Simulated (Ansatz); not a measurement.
`N[SiH]([SiH3])Br` + NH₃ → `N[SiH](N)[SiH3]` + HBr at 600 K and 1 bar (ligand exchange at the Si–Br bond).

Program: Ansatz. Geometries: PBE0-D4/def2-TZVP. ΔE: electronic, gas phase. CBS: MP2 limit from def2 TZ/QZ plus the TZ coupled-cluster correction, frozen cores. This one scheme is used for every species. For Br outer-core shells are correlated without core-valence functions, which leaves a few kJ/mol of doubt a bond. Scalar relativity is left out up to krypton. One conformer a species, not always the lowest.

| species | CCSD(T)/CBS energy (Eh) | H − E (kJ/mol) | S (J/(mol·K)) |
| --- | --- | --- | --- |
| `N[SiH]([SiH3])Br` | -3209.86330 | 226.7 | 465.6 |
| NH₃ | -56.50880 | 112.4 | 219.5 |
| `N[SiH](N)[SiH3]` | -692.43145 | 297.9 | 469.8 |
| HBr | -2573.91920 | 33.5 | 219.1 |

H − E and S are ideal-gas, rigid-rotor, harmonic terms from PBE0-D4/def2-TZVP, for one conformer and one mirror image of each species. 1 Eh = 2625.50 kJ/mol, R = 8.31446 J/(mol·K).

Task: By hand: ΔE, ΔH, ΔS and ΔG.

Result: ΔE = (-692.43145) + (-2573.91920) − (-3209.86330) − (-56.50880) = 0.02145 Eh = 56.3 kJ/mol. Δ(H − E) = 297.9 + 33.5 − 226.7 − 112.4 = -7.7, so ΔH = 48.6 kJ/mol. ΔS = 469.8 + 219.1 − 465.6 − 219.5 = 3.8 J/(mol·K). ΔG = 48.6 − 600 × (3.8)/1000 = 46.3 kJ/mol.

Task: By hand: the equilibrium constant, and the temperature at which ΔG would vanish if ΔH and ΔS stayed fixed.

Result: log₁₀ K = −ΔG/(RT ln 10) = -4.0. ΔG = 0 at ΔH/ΔS = 12789 K, far beyond where these terms or the molecules hold.

The number of gas molecules stays the same, so ΔS is small and ΔH decides. A doubt of 5 kJ/mol in ΔE shifts log₁₀ K by 0.4 here. Other conformers and mirror images would add mixing entropy, several J/(mol·K) or more a flexible species. These are equilibria of isolated gas molecules and say nothing of rates. Largest T1 diagnostic: 0.011 (customary marks: 0.02 for closed shells, 0.045 for open ones).
